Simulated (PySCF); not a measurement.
# TDDFT excited states: C6H6F4

Compound: C6H6F4.
InChI=1S/C6H6F4/c1-3-4-5(2,7)6(8,9)10/h1-2H3/t5-/m0/s1

Method: TDDFT PBE0/def2-SVPD, vertical, gas phase, core orbitals frozen in the response in PySCF 2.14.0, density-fitted response routines. Geometry: GFN2-xTB; no solvent, vibrations or thermal averaging. Torsions of this conformer, `[CH3:1][C:2]#[C:3][C@:4]([CH3:5])([F:6])[C:7]([F:8])([F:9])[F:10]`: C3–C4–C7–F8 59°.

Predict the UV-vis stick spectrum at this level.

```
state  E (eV)  E (hartree)       f  |μ| (D)    main configurations (H = HOMO, L = LUMO)
   S1    6.21       0.2281  0.0003     0.11                                   H→L (94%)
   S2    6.72       0.2471  0.0064     0.50       H-1→L (57%), H→L+2 (26%), H→L+1 (10%)
   S3    6.99       0.2568  0.0009     0.19  H-1→L+2 (59%), H-1→L+1 (26%), H-1→L+3 (9%)
   S4    7.38       0.2712   0.013     0.69                    H→L+1 (79%), H→L+2 (17%)
   S5    7.59       0.2790  0.0073     0.50                H-1→L+1 (68%), H-1→L+2 (28%)
   S6    8.22       0.3021   0.097     1.77                    H→L+3 (69%), H→L+2 (22%)
```

Triplets (Tamm–Dancoff): T1 5.25 eV, H-1→L (66%), H→L+2 (16%); T2 5.65 eV, H→L (78%), H-1→L+2 (10%).

The lowest singlet lies at 6.21 eV (200 nm, ultraviolet) and is dark (f under 0.0005); its leading configuration is HOMO→LUMO (94%). The most intense listed level is S6 at 8.22 eV (151 nm, f = 0.097), 2.01 eV above S1. It is the last of those listed, so stronger ones may follow. Löwdin shares by element: HOMO carbon 85% or more; LUMO carbon 57% or more, fluorine 12% or more (atoms not listed hold the other 30%). The oscillator strengths of these states sum to 0.125; summed over the whole spectrum of an exact calculation they would give the number of electrons, 78 (Thomas–Reiche–Kuhn). Of the 6 states listed, 2 reach f = 0.01 and 1 stays under 0.0005. The listed states span 2.01 eV, and the widest gap between neighbours is 0.63 eV (S5 to S6). Singlets were solved by full linear response, triplets in the Tamm–Dancoff approximation.

Hardware: Arm Neoverse V2, one thread, shared host with 96 logical CPUs at a one-minute load of 42. Cost: 58 s wall (grids of density and orbitals included), 1.1 GiB resident at most.
